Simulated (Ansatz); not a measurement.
Basis-set extrapolation for `CNB(S)C=O` (PBE0-D4/def2-TZVP geometry, frozen core, Ansatz). Multiplicity 1, RHF reference.

```tsv
	def2-TZVPP	def2-QZVPP
HF	-630.918508	-630.940304
MP2 correlation	-1.044342	-1.120807
CCSD(T) correlation	-1.136785	not run
```

Energies in hartree. Use E(X) = E(∞) + A·exp(−7.88·√X) for Hartree–Fock and E(X) = E(∞) + B·X^(−2.97) for correlation, with X = 3 and 4, and add CCSD(T) minus MP2 of the smaller set to the MP2 limit.

Q: What is the CCSD(T) energy at the basis-set limit?

A: HF limit: -630.940304 + (-0.021796) × 0.13774 = -630.94331. MP2 limit: -1.120807 + (-0.076465) × 0.74074 = -1.17745. Higher-order term: -1.136785 − (-1.044342) = -0.09244. Total: -632.21320 hartree, 99.1 kcal/mol below CCSD(T)/def2-TZVPP.
